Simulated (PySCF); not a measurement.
3,4-dichlorobuta-1,2-diene (C₄H₄Cl₂), SMILES C=C=C(Cl)CCl.

Geometry optimised at B3LYP-D3(BJ)/def2-SVP. Other conformers were not sampled.

Method: TDA-PBE/def2-SVPD run with PySCF.

Vertical excitations. The molecule is in vacuum.

```tsv
state	energy (eV)	λ (nm)	f	main pairs
S1	4.46	278	0.003	HOMO→LUMO 96 %
S2	5.10	243	0.003	HOMO−2→LUMO 64 %, HOMO−1→LUMO 34 %
S3	5.19	239	0.000	HOMO−1→LUMO 35 %, HOMO−3→LUMO 27 %, HOMO−2→LUMO 26 %, HOMO→LUMO+1 7 %
S4	5.50	226	0.007	HOMO−1→LUMO+1 45 %, HOMO−3→LUMO 20 %, HOMO−2→LUMO+1 15 %, HOMO→LUMO+1 10 %
S5	5.53	224	0.036	HOMO−1→LUMO+1 44 %, HOMO→LUMO+1 23 %, HOMO−2→LUMO+1 20 %
S6	5.71	217	0.022	HOMO−2→LUMO+1 51 %, HOMO−3→LUMO 15 %, HOMO−4→LUMO 14 %, HOMO−3→LUMO+1 8 %
S7	5.74	216	0.082	HOMO−3→LUMO+1 40 %, HOMO→LUMO+1 19 %, HOMO−2→LUMO+1 10 %, HOMO→LUMO+2 9 %
S8	5.85	212	0.038	HOMO−3→LUMO+1 44 %, HOMO−4→LUMO 38 %
S9	6.22	199	0.001	HOMO−4→LUMO+1 71 %, HOMO→LUMO+2 15 %
S10	6.29	197	0.033	HOMO→LUMO+2 51 %, HOMO−4→LUMO+1 21 %, HOMO→LUMO+3 17 %
T1	3.96	313	0	HOMO→LUMO 65 %, HOMO→LUMO+1 30 %
T2	4.11	301	0	HOMO→LUMO+1 59 %, HOMO→LUMO 34 %
T3	4.34	286	0	HOMO−1→LUMO 51 %, HOMO−3→LUMO 21 %, HOMO−2→LUMO 10 %
T4	5.00	248	0	HOMO−2→LUMO 67 %, HOMO−1→LUMO 25 %
```
Triplets are in the Tamm–Dancoff approximation.
